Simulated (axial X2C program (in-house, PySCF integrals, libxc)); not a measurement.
**YB: cheaper levels and CCSD(T), 2c**

Computed with an in-house all-electron X2C program for linear molecules (integrals from PySCF). Two-component (2c) means X2C with spin–orbit coupling and atomic mean-field two-electron Coulomb and Gaunt terms. Basis: Y dyall-cv3z [11s12p9d6f3g], B dyall-v3z [7s6p2d1f] (cores contracted in-house); Gaussian nuclei, density fitting, unrestricted open shells. Masses: Y 88.906 u, B 11.009 u.

State: Ω = 2 (⟨Sz⟩ = 2.00, ⟨Lz⟩ = 0.00 at HF); fragments Y + B.

| level | Re (Å) | ωe (cm⁻¹) |
| --- | --- | --- |
| HF | 2.250 | 580.2 |
| MP2 | 2.188 | 638.0 |
| CCSD | 2.219 | 593.7 |
| BP86 | 2.239 | 557.1 |

Correlated methods: 14 electrons correlated (number of frozen shells: Y 3 s, 2 p, 1 d; B 1 s), 288 virtual spin orbitals or spinors in MP2, 90 natural virtuals in coupled cluster.

CCSD(T), same Hamiltonian and basis:

Re = 2.223 Å, ωe = 592.8 cm⁻¹; T1 = 0.035 (Lee–Taylor normalisation).

Problem. Give the differences from CCSD(T) in the columns below.

Solution. 

```csv
level,ΔRe (Å),Δωe (cm⁻¹)
HF,0.027,-13
MP2,-0.035,45
CCSD,-0.004,1
BP86,0.016,-36
```

The state is one determinant whose occupation by symmetry is held fixed; it was picked as the lowest of a PBE0 search that is not exhaustive. De is not given where an atomic determinant may have missed its ground term or J level, or where the truncated virtual space spoils (T). Density functionals use the spin component along the axis (collinear). CCSD and (T) use frozen natural virtuals with an MP2 correction for the truncation; (T) itself is uncorrected, so its De runs slightly low. Other states lie close and PBE0, whose exact exchange favours high spin, may order them wrongly; the determinant shown need not be the ground state. The nearest other 2c determinant of the search, Ω = 1, lies 0.48 eV up at the distance of the search. The functionals have no current-density term, which raises determinants with orbital currents, atoms included. The spin of this state cannot come from the lowest atoms; the curve heads to a higher limit, and no De is given. With several unpaired electrons one determinant need not be a pure state. Open-shell Ω = 0 determinants with evenly filled partner blocks cannot be reached by this program, so the Ω shown need not be the lowest component. Some points did not converge and are left out. The stretched end of a curve changes character and is left out.
